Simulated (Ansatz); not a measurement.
(ZnF2)n off (charge +1): r2SCAN-D4/def2-TZVP single points in Ansatz on relaxed structures, gas phase. Each cluster is the lowest isomer that a short search found in that spin, judged at the geometry's level, and lower ones may exist. HOMO and LUMO are taken over both spins. The spins of the ions were chosen, not always searched. A dash marks a value that wasn't run or was left out as unsound. The structures are stationary points that may keep the symmetry of their start.

Problem. Estimate the order by HOMO (eV), lowest first.
A. Zn2F2⁺ (doublet; reduced ion singlet)
B. Zn3F4⁺ (doublet)
C. ZnF2⁺ (doublet; reduced ion singlet)

Solution. C (-17.07), A (-12.12), B (-9.79).

In full:

| species | atoms | state | geometry | HOMO (eV) | LUMO (eV) | gap (eV) | vertical EA (eV) | lowest of the spins relaxed | point group (within 0.1 Å) |
| --- | --- | --- | --- | --- | --- | --- | --- | --- | --- |
| ZnF2⁺ | 3 | doublet; reduced ion singlet | B3LYP-D4/def2-TZVP | -17.07 | -16.59 | 0.49 | 12.79 | – | D∞h |
| Zn2F2⁺ | 4 | doublet; reduced ion singlet | PBE0-D4/def2-SVP | -12.12 | -10.08 | 2.04 | 7.51 | doublet, of doublet/quartet | C∞v |
| Zn3F4⁺ | 7 | doublet | r2SCAN-D4/def2-SVP | -9.79 | -8.82 | 0.97 | – | – | C3v |

The gap (eV) runs from 0.49 (ZnF2⁺) to 2.04 (Zn2F2⁺).
